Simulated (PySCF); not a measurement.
A TDDFT job was run through a driver script with this input:

```
{"job": {"kind": "uv", "xc": "PBE0", "basis": "def2-SVPD", "nstates": 6, "ntriplets": 2}, "charge": 0, "multiplicity": 1}
C     -1.116637    -1.806289     0.765380
C     -1.204269    -0.374606     0.251741
As     0.337225     0.742244     0.825457
C     -0.220100     2.371015    -0.150833
C      1.623527     0.145945    -0.602516
C      2.135473    -1.154260    -0.316187
N      2.526390    -2.202782    -0.072190
H     -0.218584    -2.297230     0.392589
H     -1.078527    -1.815639     1.854647
H     -1.981974    -2.386278     0.446465
H     -1.270792    -0.367721    -0.840667
H     -2.113636     0.097641     0.636737
H     -1.055947     2.839276     0.366226
H      0.596289     3.091922    -0.186802
H     -0.529275     2.137355    -1.169306
H      2.452897     0.858011    -0.641981
H      1.110942     0.133426    -1.568668
```

Its output, with some lines taken out ([cut]):

```
coarse grid: 63072 points
cycle   1  E = -2486.0710956058  dE = -2.378e-01  |g| = 5.335e-01  |ddm| = 5.666e+00
cycle   2  E = -2485.9370520415  dE =  1.340e-01  |g| = 9.409e-01  |ddm| = 1.761e+00
cycle   3  E = -2486.1322655028  dE = -1.952e-01  |g| = 1.983e-01  |ddm| = 1.212e+00
cycle   4  E = -2486.1408614959  dE = -8.596e-03  |g| = 3.859e-02  |ddm| = 2.288e-01
cycle   5  E = -2486.1411842166  dE = -3.227e-04  |g| = 1.223e-02  |ddm| = 6.768e-02
cycle   6  E = -2486.1412281570  dE = -4.394e-05  |g| = 2.580e-03  |ddm| = 2.379e-02
cycle   7  E = -2486.1412296455  dE = -1.488e-06  |g| = 7.614e-04  |ddm| = 4.423e-03
final grid: 133832 points
cycle   8  E = -2486.1412301721  dE = -6.933e-08  |g| = 1.000e-03  |ddm| = 1.173e-02
cycle   9  E = -2486.1412298562  dE =  3.159e-07  |g| = 1.488e-03  |ddm| = 3.636e-03
cycle  10  E = -2486.1412304321  dE = -5.759e-07  |g| = 2.839e-04  |ddm| = 2.043e-03
cycle  11  E = -2486.1412304498  dE = -1.765e-08  |g| = 4.234e-05  |ddm| = 3.245e-04
cycle  12  E = -2486.1412304502  dE = -4.193e-10  |g| = 7.548e-06  |ddm| = 6.854e-05
converged SCF energy = -2486.1412304502

[cut]

Singlet excitations
state   eV       nm        f      main configurations
[cut]
  2   6.4392    192.5   0.07912   H->L+1 0.91
[cut]
[cut]
[cut]
  6   7.4129    167.3   0.09176   H-1->L 0.67

[cut]
```

Theory: TDDFT PBE0/def2-SVPD, vertical, gas phase, core orbitals frozen in the response in PySCF. One conformer (not necessarily the lowest) at the GFN2-xTB geometry, without solvent, vibrations or thermal averaging. The PBE0/def2-SVPD calculation is non-relativistic and has no spin–orbit coupling, an omission that weighs most on arsenic.

Restore the lines that were cut, in order.

```
Static polarisability (au): isotropic 96.143, principal 78.430 95.379 114.619
  1   6.0452    205.1   0.08934   H->L 0.97
  3   6.5439    189.5   0.03934   H->L+2 0.90
  4   6.9157    179.3   0.01105   H->L+3 0.94
  5   7.0930    174.8   0.07522   H->L+4 0.94
Triplet excitations (Tamm-Dancoff, eV): 5.0349 5.3532
```

Give the energy of state 1 in hartree, cm⁻¹ and kJ/mol.

0.22216 hartree, 48758 cm⁻¹, 583.3 kJ/mol.

Which orbital energies lie behind H and L?

HOMO -7.21 eV and LUMO -0.03 eV, a gap of 7.17 eV; state 1 differs from that by -1.13 eV.

Give the mean polarisability in Å³.

96.14 au × 0.148185 = 14.25 Å³.

Write the structure that the coordinates describe.

`C[As](CC#N)CC` (C5H10AsN), point group C1.

The SCF starts on a coarse grid; the energy jumps when the final grid takes over, and dE counts afresh there. H and L stand for HOMO and LUMO.

Shape of the structure used: `[CH3:1][CH2:2][As:3]([CH3:4])[CH2:5][C:6]#[N:7]`: C1–C2–As3–C4 177°, C2–As3–C5–C6 -76°.
